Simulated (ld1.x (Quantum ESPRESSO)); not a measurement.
What the settings do to the TM semilocal potential of Cs (Z = 55)

Base potential:

```json
{"Element": "caesium (Cs)", "Generator": "ld1.x (Quantum ESPRESSO) 7.5", "Type": "norm-conserving Troullier–Martins (semilocal form)", "Functional": "LDA (PZ)", "Relativity": "scalar-relativistic", "Frozen core": "[Xe]", "Valence charge": "1", "Reference configuration": "5d0 6s1 6p0", "Partial waves": "6p (bound, empty): rc 3.95 bohr; 5d (bound, empty): rc 3.75 bohr; 6s (bound): rc 4.20 bohr", "Local potential": "the s channel", "Core correction": "none"}
```

All-electron outer shells of the reference configuration (LDA (PZ), scalar-relativistic, ld1.x):

```
shell  level (eV)  outermost node (bohr)  outermost maximum (bohr)
   5s      -26.90                   0.82                      1.54
   5p      -13.61                   0.89                      1.76
   6s       -2.23                   2.10                      4.68
   6p       -0.78                   2.61                      6.55
   5d       -0.48                   1.06                      3.46
```

Cutoffs, loose and tight: the cutoffs (Ry, on a coarse ladder) from which the occupation-weighted sum of valence levels, in a spherical-Bessel basis at the reference potential, stays within 10 and 1 mRy of its value at 400 Ry. They do not see the model core or the augmentation charge, which bear on the density cutoff. Test errors are all-electron minus pseudo excitation energies from the reference, over the configurations 5d0 6s0.5 6p0; 5d0 6s0 6p1; 5d1 6s0 6p0; 5d0.5 6s0.5 6p0 (two spin-polarised tests are not counted in the largest error). A dash means not determined; rows that change the core or the reference have their own tests.

A semilocal file is local in each channel, so a ghost entry of none says nothing of the separable form that plane-wave codes build from it.

```tsv
change	outcome	cutoff, loose	cutoff, tight	bound ghosts	largest test error (meV)
base	generated	6 Ry	6 Ry	none	+102
core correction a·sin(br)/r model core inside 1.54 bohr	generated	6 Ry	6 Ry	none	-6.7
core correction a·sin(br)/r model core inside 2.10 bohr	generated	6 Ry	6 Ry	none	-6.6
core correction a·sin(br)/r model core inside 2.68 bohr	generated	6 Ry	6 Ry	none	-6.1
core correction a·sin(br)/r model core inside 3.02 bohr	generated	6 Ry	6 Ry	none	-5.1
core correction a·sin(br)/r model core inside 3.96 bohr	generated	6 Ry	6 Ry	none	+3.7
```

(1) What comes out with this change to the base: core correction a·sin(br)/r model core inside 4.34 bohr?

(2) What comes out with this change to the base: core correction a·sin(br)/r model core inside 3.60 bohr?

## Answers

(1) outcome: generated; cutoff, loose: 6 Ry; cutoff, tight: 6 Ry; bound ghosts: none; largest test error (meV): +14.

(2) outcome: generated; cutoff, loose: 6 Ry; cutoff, tight: 6 Ry; bound ghosts: none; largest test error (meV): -2.9.
